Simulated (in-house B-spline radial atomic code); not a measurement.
**RPA correlation on LDA VWN5: Tc III (Tc2+)**

Configuration [Kr] 4d5, highest spin, mean-field start LDA VWN5. Computed with an all-electron radial atomic-structure program (B-spline basis): all electrons, non-relativistic, point nucleus, each spin shell either full or empty, empty states to l = 9 with an (l + 1/2)⁻⁴ tail; G0W0 by contour deformation at full frequency.

Without relativity these are model numbers: it shifts the levels of so heavy an element strongly and can reorder them.

The highest G0W0 level has too low a weight to be given.

Command:
```bash
python run_gw.py task.json out
```
Settings (radii: box in bohr, nucleus in fm):
```
Z                        43
electrons                41
configuration            [Kr] 4d5
hamiltonian              nr
method                   lda,vwn
lmax                     9
spin_polarised           True
box_radius               17.55
intervals                53
```

Run time, properties included: 6.9 s on 1 thread of AMD EPYC 7R43 64-Core Processor, with other jobs on the host.

Energies (hartree):

```json
{"term": "mean-field total", "value": "-4201.50417"}
{"term": "Hartree-Fock functional on these orbitals", "value": "-4204.04835"}
{"term": "direct second order", "value": "-3.4597"}
{"term": "second-order exchange", "value": "1.0004"}
{"term": "SOSEX correction", "value": "0.92774"}
```

Question: What is the RPA correlation energy, and what remains with SOSEX?

Answer: RPA gives -3.04 hartree (-2.02 eV per electron); RPA + SOSEX gives -2.1123, and the second-order doubles -2.4594 hartree (no singles). RPA lacks exchange-type terms and so overcorrelates at short range.
